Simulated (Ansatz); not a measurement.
Start from `FC([SiH3])SS` and change one atom or group to get `OC(F)[SiH3]`.

Ansatz, PBE0-D4/def2-TZVP geometries, multiplicity 1. Each molecule was computed in one conformer, which needn't be the lowest.

```json
{"property": "LUMO energy (ωB97M-V/def2-TZVPP) / eV", "`FC([SiH3])SS`": "1.10"}
{"property": "HOMO energy (PBE0/def2-TZVPP) / eV", "`FC([SiH3])SS`": "-7.46"}
{"property": "HOMO energy (B3LYP/def2-TZVPP) / eV", "`FC([SiH3])SS`": "-7.23"}
{"property": "HOMO–LUMO gap (PBE0/def2-TZVPP) / eV", "`FC([SiH3])SS`": "6.51"}
{"property": "size of the dipole moment (PBE/def2-TZVPP) / D", "`FC([SiH3])SS`": "0.52"}
{"property": "size of the dipole moment (B3LYP/def2-TZVPP) / D", "`FC([SiH3])SS`": "0.67"}
```

(1) Give the same properties after the change, and the shifts. (An estimate is asked.)

Answers

(1) The calculation gave: 
| property | `OC(F)[SiH3]` | shift |
| --- | --- | --- |
| LUMO energy (ωB97M-V/def2-TZVPP) / eV | 2.03 | 0.93 |
| HOMO energy (PBE0/def2-TZVPP) / eV | -8.50 | -1.04 |
| HOMO energy (B3LYP/def2-TZVPP) / eV | -8.30 | -1.07 |
| HOMO–LUMO gap (PBE0/def2-TZVPP) / eV | 8.98 | 2.47 |
| size of the dipole moment (PBE/def2-TZVPP) / D | 1.69 | 1.17 |
| size of the dipole moment (B3LYP/def2-TZVPP) / D | 1.75 | 1.08 |

With PBE0 the HOMO falls by 1.04 eV and the LUMO rises by 1.44 eV, so the gap widens by about 2.48 eV. PBE moves the HOMO by -0.70 eV and ωB97M-V by -1.21 eV. Dipoles are sizes alone; their direction can turn.

B3LYP here is the variant with VWN-RPA as its local correlation; programs differ in this.
